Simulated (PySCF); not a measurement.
A structure optimised at PBE-D3(BJ)/def2-TZVP, used in a PySCF frequency run:

```
C
H 1 1.0977
H 1 1.0977 2 113.71
C 1 1.5100 2 119.58 3 -150.38
C 4 1.2980 1 64.55 2 -105.68
H 4 1.0838 5 149.77 1 -180.00
H 5 1.0838 4 149.77 6 0.00
```

Question: Write its SMILES, formula and point group.

Answer: C1=CC1, C₃H₄, C2v

Question: What are its rotational constants (standard atomic weights)?

Answer: 29.925, 21.812, 13.789 GHz
